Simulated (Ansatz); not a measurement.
A basis-limit estimate, worked out

An elementary step of TiSiH$_{8}$O$_{4}$, singlet (TiH₄O₄ ([OH][Ti]([OH])([OH])[OH]) + SiH₄ → TiSiH₈O₄ ([OH][TiH]([OH])([OH])[OH][SiH3]); bonds formed: Si1–O4, H2–Ti5; bonds broken: Si1–H2; bonds weakened to dative contacts: O4–Ti5). “Start” is the structure reached by relaxing down from the saddle towards the reactants; PBE0-D4/def2-TZVP structures. The saddle:

Si1  (-0.587, -1.718, -0.891)
H2  (-0.409, -0.130, -1.206)
H3  (0.094, -1.486, 1.514)
O4  (-0.132, -0.959, 0.741)
Ti5  (0.294, 0.930, 0.358)
O6  (1.834, 1.121, -0.527)
O7  (-0.958, 2.116, -0.115)
O8  (0.635, 1.311, 2.082)
H9  (-0.060, -3.017, -0.327)
H10  (-0.187, -1.951, -2.326)
H11  (-2.071, -1.762, -0.836)
H12  (2.710, 1.324, -0.193)
H13  (-1.341, 2.326, -0.968)
H14  (0.180, 1.894, 2.693)
(Å)

Ansatz 0.2.0; basis: def2-TZVPP and def2-QZVPP; cores frozen in the correlated methods.

Energies in eV:

| quantity | saddle | start |
| --- | --- | --- |
| Hartree–Fock, triple zeta (X = 3) | -39232.14048 | -39233.23348 |
| Hartree–Fock, quadruple zeta (X = 4) | -39233.19492 | -39234.28234 |
| MP2 correlation, X = 3 | -42.68594 | -42.31396 |
| MP2 correlation, X = 4 | -46.10543 | -45.71574 |
| CCSD(T) correlation, X = 3 | -45.33895 | -44.96668 |

Question: Work out the barrier at the basis limit: extrapolate Hartree–Fock as E(X) = E∞ + A exp(−7.88 √X) and the MP2 correlation as E(X) = E∞ + B X^−2.97 (the exponents that Neese and Valeev fitted for def2-TZVPP and QZVPP), then add CCSD(T) − MP2 in triple zeta.

Answer: Each step is linear, so take the differences first (saddle − start): Hartree–Fock 1.09300 (X = 3) and 1.08742 (X = 4); MP2 correlation -0.37198 and -0.38969; CCSD(T) correlation -0.37227.
Two points give E∞ = E(4) + w [E(4) − E(3)], with w = 1/(exp(7.88 (2 − √3)) − 1) = 0.1377 for Hartree–Fock and w = 1/((4/3)^2.97 − 1) = 0.7407 for the correlation.
Hartree–Fock: 1.08742 + 0.1377 × (-0.00558) = 1.0867 eV.
MP2 correlation: -0.38969 + 0.7407 × (-0.01771) = -0.4028 eV.
CCSD(T) − MP2: -0.37227 − (-0.37198) = -0.0003 eV.
Sum: 1.0867 + (-0.4028) + (-0.0003) = 0.6836 eV, or 15.76 kcal/mol. Plain CCSD(T) in triple zeta gives 0.7207 eV, so the larger basis shifts the result by -0.0371 eV.

No T1 diagnostic of these runs exceeds 0.023.

Labels in which every atom is bracketed show which atoms are joined, not bond orders.

For scale, one of the runs: CCSD(T)/def2-TZVPP, 342 basis functions, launched by `ansatz run in.yaml --threads 4 --pin off --events-out ev --progress --plain --max-ram 46080MiB --backend cuda --devices 0, --max-vram 37GiB`. Time: 18 s of wall clock on 4 CPU threads of an AMD EPYC 7R13 and a share of one NVIDIA H100; the host was shared. Peak host memory: 0.86 GiB.
